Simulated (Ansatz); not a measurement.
Born–Oppenheimer molecular dynamics of F3HSi (5 atoms, charge 0, multiplicity 1). It starts from a relaxed structure.

Computed with RKS PBE/6-31G* in Ansatz.

```yaml
ensemble: NVE (velocity Verlet)
time_step: 0.5 fs
steps_asked: 150
starting_velocities_drawn_for: 300 K
seed: 337585
```

First frame:

```xyz
5
Properties=species:S:1:pos:R:3
Si 0.000 0.000 0.017
H 0.000 0.000 1.496
F 1.500 0.000 -0.547
F -0.749 1.299 -0.547
F -0.749 -1.299 -0.547
```

(1) How far do the bonds stretch over the last three quarters of this one trajectory? (Pairs bonded in most of those frames.)

Results:

(1) 
```tsv
bond	mean (Å)	spread (Å)	shortest	longest
Si1–H2	1.481	0.010	1.47	1.50
Si1–F3	1.605	0.006	1.60	1.61
Si1–F4	1.603	0.021	1.57	1.64
Si1–F5	1.607	0.022	1.57	1.64
```

Mean temperature of the second half: 171 K. The conserved energy stayed within 0.025 meV per atom of its start (net change 0.023 meV per atom), so the integration is sound. Over the second half the temperature averaged 0.57 of the 300 K drawn at the start: a run that starts near a minimum puts about half its kinetic energy into the potential. A run of 0.075 ps of so small a system gives no equilibrium averages.

Run time: 3 min on 1 thread of AMD EPYC 7R43 64-Core Processor (Zen 3), with other jobs on the host, peak memory 0.12 GiB.
